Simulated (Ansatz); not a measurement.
Program: Ansatz 0.2.0.

A structure relaxed at PBE0-D4/def2-TZVP, charge 0, multiplicity 1:

```json
{"atom": "B1", "x (Å)": "-0.8946", "y (Å)": "1.4886", "z (Å)": "-0.9504"}
{"atom": "Ge2", "x (Å)": "-0.9080", "y (Å)": "-0.3838", "z (Å)": "-0.1402"}
{"atom": "Si3", "x (Å)": "1.2871", "y (Å)": "-0.7286", "z (Å)": "0.7516"}
{"atom": "H4", "x (Å)": "-0.5496", "y (Å)": "1.6596", "z (Å)": "-2.0810"}
{"atom": "H5", "x (Å)": "-1.1526", "y (Å)": "2.4414", "z (Å)": "-0.2781"}
{"atom": "H6", "x (Å)": "-1.1578", "y (Å)": "-1.5115", "z (Å)": "-1.1586"}
{"atom": "H7", "x (Å)": "-1.8959", "y (Å)": "-0.5570", "z (Å)": "1.0285"}
{"atom": "H8", "x (Å)": "1.3705", "y (Å)": "-2.0679", "z (Å)": "1.3917"}
{"atom": "H9", "x (Å)": "2.3015", "y (Å)": "-0.6505", "z (Å)": "-0.3327"}
{"atom": "H10", "x (Å)": "1.5994", "y (Å)": "0.3097", "z (Å)": "1.7692"}
```

(1) Give its formula and SMILES.

(2) Point group (tolerance 0.08 Å, 0.16 Å for H)?

(3) Summarise the bond lengths by kind.

## Answers

(1) BGeH7Si, `[BH2][GeH2][SiH3]`.

(2) Cs.

(3) 1 × B–Ge 2.040 Å; 2 × B–H 1.194 Å; 1 × Ge–Si 2.394 Å; 2 × Ge–H 1.540 Å; 3 × H–Si 1.487 Å.
